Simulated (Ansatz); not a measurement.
Consider the cleavage of the Si–Si bond: `O[Si]([SiH3])(Cl)Br` + CH₃SH → `CS[SiH3]` + `O[SiH](Cl)Br`.

Isolated molecules relaxed with PBE0-D4/def2-TZVP in Ansatz; ΔE leaves out vibrations. CCSD(T)/CBS adds triple-zeta CCSD(T) − MP2 to the extrapolated MP2 energy (def2 sets, frozen cores). This one scheme is used for every species. Functionals use def2-TZVPP. For Br outer-core shells are correlated without core-valence functions, which leaves a few kJ/mol of doubt a bond. Scalar relativity is left out up to krypton. Each species was taken in one conformer, which may not be the lowest.

| level | ΔE (kJ/mol) |
| --- | --- |
| ωB97X-V | -51.7 |
| PBE | -44.9 |

Q: What does CCSD(T)/CBS give? (Best estimate.)

A: Computed: -54.5 kJ/mol. The listed levels differ from it by 2.8, 9.6 kJ/mol.

Largest T1 diagnostic among the species: 0.010.

From PBE to PBE0 (25 % exact exchange), in def2-TZVPP and without D4, ΔE moves by −4.2 kJ/mol. Leaving LDA and LC-ωPBE aside and taking each functional with its dispersion term where it has one, the values, not all of them listed here, spread over 13.6 kJ/mol, from ωB97M-V to PBE-D4. The D4 term adds +3.3 kJ/mol with B3LYP and +2.1 kJ/mol with PBE0; it sums over pairs of atoms, weighted by their polarisabilities, and B3LYP, whose exchange is more repulsive, gets the larger term.

B3LYP here is the variant with VWN-RPA as its local correlation; programs differ in this.
